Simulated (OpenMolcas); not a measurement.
Ionisation energies of ruthenium

| Property | Result |
| --- | --- |
| Program | OpenMolcas |
| Basis | ANO-RCC [10s9p8d6f4g2h] |
| Scalar Hamiltonian | DKH2, point nucleus |
| Spin-orbit coupling | state interaction with AMFI integrals over the reference wave functions, term energies averaged over their components |

Active shells in each charge state: the valence d, s shells, with orbitals averaged over the low states. Where CASPT2's correlated closed shells are named, they are those of the first ion.

A. CASSCF
B. SS-CASPT2, IPEA 0.25 Eh, imaginary shift 0.1 Eh (closed shells correlated: 4s 4p)
C. SS-CASPT2, IPEA 0 Eh, imaginary shift 0.1 Eh (closed shells correlated: 4s 4p)
D. SS-CASPT2, IPEA 0.25 Eh, imaginary shift 0.1 Eh (closed shells correlated: 3d 4s 4p)

Energies in eV between the lowest computed levels, named as in B; reference values from the NIST Atomic Spectra Database with their kind.

```
          From              To       A       B       C       D  Spin-orbit share in B                Reference
 Ru 4d⁷ 5s ⁵F₅  Ru+ 4d⁷ ⁴F_9/2   6.213   7.428   7.568   7.467                 -0.029         7.361 (measured)
Ru+ 4d⁷ ⁴F_9/2    Ru2+ 4d⁶ ⁵D₄  14.825  16.717  16.709  16.695                 +0.074  16.760 (semi-empirical)
```

Error against the reference values, in %:

| From | Reference | A | B | C | D |
| --- | --- | --- | --- | --- | --- |
| Ru | measured | -15.6 | +0.9 | +2.8 | +1.4 |
| Ru+ | semi-empirical | -11.5 | -0.3 | -0.3 | -0.4 |

Absolute error against the one measured value: A 1.15 eV, B 0.07 eV, C 0.21 eV, D 0.11 eV. B lies closest.

The lowest level within the active space need not be the ion's true ground level.
